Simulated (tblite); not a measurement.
Compound: C6H12FN.
Atom-mapped SMILES: `[F:1][C@@H:2]1[CH2:3][CH2:4][CH2:5][NH:6][CH2:7][CH2:8]1` (hydrogens: H9 on C2; H10, H11 on C3; H12, H13 on C4; H14, H15 on C5; H16 on N6; H17, H18 on C7; H19, H20 on C8)

Computed with GFN2-xTB (tblite), gas phase: Langevin dynamics at 300 K from the optimised GFN2-xTB geometry, time step 0.5 fs, friction 0.01 fs⁻¹, 2000 steps.

Start geometry:
```
atom  x, y, z in Å
F1      0.610   -2.407    1.355
C2      0.289   -1.138    0.885
C3     -1.077   -1.222    0.211
C4     -1.707    0.147   -0.022
C5     -0.794    1.125   -0.769
N6      0.303    1.534    0.095
C7      1.560    0.838   -0.100
C8      1.400   -0.685   -0.059
H9      0.251   -0.494    1.770
H10    -0.968   -1.754   -0.737
H11    -1.734   -1.817    0.850
H12    -1.957    0.598    0.940
H13    -2.630    0.016   -0.589
H14    -1.386    2.005   -1.034
H15    -0.436    0.671   -1.704
H16     0.466    2.531    0.027
H17     2.218    1.160    0.714
H18     2.050    1.105   -1.054
H19     1.196   -1.074   -1.058
H20     2.339   -1.128    0.277
```

The statistics below take the 31 frames saved every 25 fs from 250 to 1000 fs; their kinetic temperature (all 3N coordinates) averages 274 K.

**Question.** How do the bond lengths spread?

**Answer.** 
```
  bond  start (Å)  mean (Å)  standard deviation (Å)  shortest (Å)  longest (Å)
 F1–C2      1.390     1.405                   0.050         1.298        1.518
 C2–C3      1.526     1.521                   0.030         1.445        1.584
 C3–C4      1.525     1.540                   0.029         1.478        1.616
 C4–C5      1.533     1.532                   0.031         1.466        1.602
 C5–N6      1.455     1.460                   0.029         1.402        1.517
 N6–C7      1.451     1.446                   0.023         1.388        1.507
 C7–C8      1.532     1.542                   0.029         1.501        1.603
 C2–C8      1.526     1.541                   0.033         1.457        1.592
 C2–H9      1.096     1.093                   0.019         1.057        1.127
C3–H10      1.093     1.094                   0.026         1.032        1.144
C3–H11      1.092     1.092                   0.034         1.020        1.146
C4–H12      1.091     1.095                   0.032         1.033        1.158
C4–H13      1.091     1.095                   0.024         1.058        1.142
C5–H14      1.093     1.096                   0.023         1.061        1.134
C5–H15      1.099     1.106                   0.025         1.051        1.145
N6–H16      1.013     1.016                   0.019         0.984        1.064
C7–H17      1.094     1.100                   0.024         1.051        1.147
C7–H18      1.105     1.104                   0.017         1.073        1.134
C8–H19      1.092     1.097                   0.025         1.043        1.157
C8–H20      1.092     1.095                   0.030         1.020        1.160
```

**Question.** Give the same statistics for bond angles, one of each kind among heavy atoms.

**Answer.** 
| angle | start (°) | mean (°) | standard deviation (°) | smallest (°) | largest (°) |
| --- | --- | --- | --- | --- | --- |
| F1–C2–C3 | 107.8 | 107.4 | 2.6 | 102.5 | 113.6 |
| F1–C2–C8 | 108.2 | 106.8 | 3.9 | 99.8 | 113.3 |
| C3–C2–C8 | 113.3 | 116.0 | 3.3 | 108.7 | 124.5 |
| C2–C3–C4 | 112.9 | 112.6 | 3.4 | 106.6 | 121.1 |
| C3–C4–C5 | 113.6 | 114.1 | 3.3 | 108.0 | 121.2 |
| C4–C5–N6 | 109.8 | 111.7 | 3.0 | 106.7 | 118.1 |
| C5–N6–C7 | 116.0 | 115.1 | 4.0 | 107.5 | 122.0 |
| N6–C7–C8 | 112.5 | 113.1 | 3.6 | 105.7 | 119.5 |
| C2–C8–C7 | 112.8 | 114.4 | 3.5 | 106.7 | 119.8 |

**Question.** How widely does the potential energy scatter, against a harmonic estimate?

**Answer.** Mean 0.65 eV above the start, standard deviation 0.133 eV, range 0.37 to 0.84 eV. For 54 classical harmonic modes at 300 K the canonical values are 54kT/2 = 0.70 eV and kT·√(54/2) = 0.134 eV.

The run is classical and short, so these are rough statistics of one trajectory.

The cost below is that of the whole dynamics run. Hardware: one thread, Intel Xeon Platinum 8488C (x86_64), shared host. Cost: 23 s of wall time, 0.18 GiB resident at most.
